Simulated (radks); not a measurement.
These are the eigenvalues of the occupied orbitals of an atom or ion with whole-number occupations (hartree). All-electron calculation, Dirac Kohn-Sham, PBE, spin-unpolarised, spherical densities, finite nucleus; Fermi nuclear charge, rms radius of each element as measured or else 0.836 A^(1/3) + 0.57 fm. Program: a radial shooting solver on a logarithmic mesh with Libxc functionals.

1s1/2: -2082.529
2s1/2: -386.1443
2p1/2: -369.8495
2p3/2: -338.3180
3s1/2: -119.9517
3p1/2: -112.9051
3p3/2: -106.1395
3d3/2: -94.23094
3d5/2: -92.73716
4s1/2: -53.71627
4p1/2: -50.77649
4p3/2: -48.73433

Which element is it, and in what charge state? The configuration may be excited. Open shells, if any, fill j = l - 1/2 first.

Answer. Z = 67, holmium, charge +32: Ho32+ in [Ar] 3d10 4s2 4p5. The list shows which subshells hold electrons but not how many an open one holds; the 1s level, -2082.5 hartree, gives Z - s = 64.5 by -(Z - s)^2/2, which with screening and relativity narrows Z to a few neighbours, and the depths of the outer levels then fix element, charge and occupations together.
